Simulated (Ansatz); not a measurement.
Program: Ansatz. Geometries: PBE0-D4/def2-TZVP. ΔE: electronic, gas phase. CBS: MP2 limit from def2 TZ/QZ plus the TZ coupled-cluster correction, frozen cores. This one scheme is used for every species. Functionals use def2-TZVPP. One conformer a species, not always the lowest.

`C[SiH](O)BO` + H₂ → `C[SiH2]BO` + H₂O  (hydrogenolysis of the Si–O bond)

Question: Is it downhill or uphill in electronic energy at CCSD(T)/CBS, and by how much? (Estimate.)

Answer: Ansatz gave: Uphill: ΔE = +63.8 kJ/mol.

Question: What do these levels give: BHLYP-D4, ωB97M-V, revPBE, r2SCANh, CCSD(T)/def2-SVP, CCSD(T)/def2-TZVPP? (Estimate.)

Answer: Ansatz gave: BHLYP-D4 67.3, ωB97M-V 66.6, revPBE 53.9, r2SCANh 67.1, CCSD(T)/def2-SVP 49.4, CCSD(T)/def2-TZVPP 63.4 kJ/mol.

Largest T1 diagnostic among the species: 0.013.

At CCSD(T), def2-SVP lies −14.4 kJ/mol from the extrapolated value and def2-TZVPP −0.4 kJ/mol. Leaving LDA and LC-ωPBE aside and taking each functional with its dispersion term where it has one, the values, not all of them listed here, spread over 10.8 kJ/mol, from HSE06-D4 to r2SCAN-D4. LDA lies +4.5 kJ/mol from PBE without D4.
